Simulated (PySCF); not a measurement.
Match each property card to its molecule.

Structures:
1. `CS[Si@H](O)CC=O`
2. `C[Si@@](F)([SiH3])N[SiH3]`
3. `C=C/C(=N\C)C(F)F`
4. `FC(F)[C@@H]1CO1`

Card P (geometry GFN2-xTB):
* Rotational constants A, B, C: 1.930, 1.243, 0.986 GHz
* Static isotropic polarisability (wB97X-D/def2-SVPD): 99.1 au
* Isotropic shieldings of nuclei other than C and H, by class (GIAO PBE0/pcSseg-1): 248 (1 N), 348 (1 F), 318 (1 Si), 411 (1 Si), 476 (1 Si) ppm
* Lowest triplet excitation (Tamm–Dancoff) (TDA wB97X-D/def2-SVPD): 5.42 eV
* Lowest singlet excitation (TDDFT wB97X-D/def2-SVPD): 5.82 eV (213 nm, f = 0.011)
* HOMO energy (wB97X-D/def2-SVPD): -9.16 eV

Card Q (geometry GFN2-xTB):
* Rotational constants A, B, C: 4.394, 0.972, 0.847 GHz
* Static isotropic polarisability (wB97X-D/def2-SVPD): 88.3 au
* Point group: C1
* HOMO energy (wB97X-D/def2-SVPD): -8.84 eV
* Isotropic shieldings of nuclei other than C and H, by class (GIAO PBE0/pcSseg-1): -342 (1 O), 299 (1 O), 361 (1 Si), 655 (1 S) ppm
* 13C chemical shifts (computed TMS as zero) by class (GIAO PBE0/pcSseg-1): 209.9 (1 C), 40.6 (1 C), 11.1 (1 C) ppm
* Strongest line among the 8 lowest singlet transitions (TDDFT wB97X-D/def2-SVPD): S6 at 7.16 eV (173 nm, f = 0.197)

Card R (geometry GFN2-xTB):
- Rotational constants A, B, C: 2.883, 1.549, 1.236 GHz
- Static isotropic polarisability (wB97X-D/def2-SVPD): 72.7 au
- HOMO energy (wB97X-D/def2-SVPD): -9.45 eV
- Lowest singlet excitation (TDDFT wB97X-D/def2-SVPD): 4.22 eV (293 nm, f = 0.001)
- Point group: Cs
- Isotropic shieldings of nuclei other than C and H, by class (GIAO PBE0/pcSseg-1): -121 (1 N), 302 (2 F) ppm

Card S (geometry PBE0-D3(BJ)/def2-SVP):
* Rotational constants A, B, C: 7.068, 2.700, 2.115 GHz
* Point group: C1
* Dipole moment (PBE0-D3(BJ)/def2-SVP): 2.13 D

All species are isolated and taken at one optimised geometry, non-relativistic unless stated. Electronic properties by PySCF. NMR classes are plain means over equivalent atoms (diastereotopic ones count apart unless rotation or inversion swaps them), as if these changed places fast.

Which card belongs to which structure?

P = 2, Q = 1, R = 3, S = 4. What ties each card to its structure:
- 1 (card Q), C3H8O2SSi, monoisotopic mass 136.0 u, 7 heavy atoms: 3 C in 3 classes; the least shielded carbon (209.9 ppm) is an aldehyde carbon; an asymmetric top with C = 0.847 GHz, the lowest such constant on the cards; polarisability 88.3 au for 72 electrons.
- 2 (card P), CH10FNSi3, monoisotopic mass 139.0 u, 6 heavy atoms: an asymmetric top with C = 0.986 GHz; polarisability 99.1 au for 74 electrons, the largest shown.
- 3 (card R), C5H7F2N, monoisotopic mass 119.1 u, 8 heavy atoms: point group Cs; an asymmetric top with C = 1.236 GHz; polarisability 72.7 au for 62 electrons, the smallest shown.
- 4 (card S), C3H4F2O, monoisotopic mass 94.0 u, 6 heavy atoms: an asymmetric top with C = 2.115 GHz, the highest such constant on the cards; dipole 2.13 D.
